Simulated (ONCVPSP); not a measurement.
**Which change was made? (S, ONCV)**

| Item | Value |
| --- | --- |
| Element | sulfur (S) |
| Generator | ONCVPSP 4.0.1 |
| Type | optimised norm-conserving Vanderbilt (ONCV) |
| Functional | PBE |
| Relativity | scalar-relativistic |
| Frozen core | [Ne] |
| Valence charge | 6 |
| Reference configuration | 3s2 3p2 (charge +2) |
| Partial waves | 3s: rc 1.25 bohr, ncon 4, nbas 7, qcut 4.9 1/bohr, 2 projectors, debl 2 Ha; 3p: rc 1.60 bohr, ncon 4, nbas 8, qcut 4.2 1/bohr, 2 projectors, debl 2.5 Ha; d scattering state at 0.1 Ha: rc 1.25 bohr, ncon 4, nbas 7, qcut 8.3 1/bohr, local |
| Local potential | the d channel |
| Core correction | none |

In the d channel the program set the typed energies aside and used 0.050 Ha.

Cutoffs, loose and tight: the cutoffs (Ha) at which the residual kinetic energy of the hardest occupied pseudo-wave falls to 1 and 0.1 mHa per electron. They do not see the model core or the augmentation charge, which bear on the density cutoff. Test errors are all-electron minus pseudo excitation energies from the reference, over the configurations 3s2 3p4; 3s2 3p3; 3s2 3p1; 3s1 3p5; variants that change the core or the reference have their own tests.

The base gives: outcome: generated, projector energies reset by the program; cutoff, loose: 13 Ha; cutoff, tight: 43 Ha; bound ghosts: none; GHOST(+) flags above zero: s; largest test error (meV): +7.1.

Problem. After one change the result is: outcome: generated; cutoff, loose: 13 Ha; cutoff, tight: 39 Ha; bound ghosts: none; GHOST(+) flags above zero: s; largest test error (meV): +20. Which change was it?
A. reference 3s2 3p3
B. s: qcut 6.8; p: qcut 5.9; d: qcut 11.6
C. d: rc 1.82

Solution. A. The others give: d: rc 1.82 → outcome: failed: test_data: rc < rc(lloc) for l = 0. Not allowed. | s: qcut 6.8; p: qcut 5.9; d: qcut 11.6 → outcome: generated, projector energies reset by the program; cutoff, loose: 13 Ha; cutoff, tight: 45 Ha; bound ghosts: s; GHOST(+) flags above zero: none; largest test error (meV): +8.0.
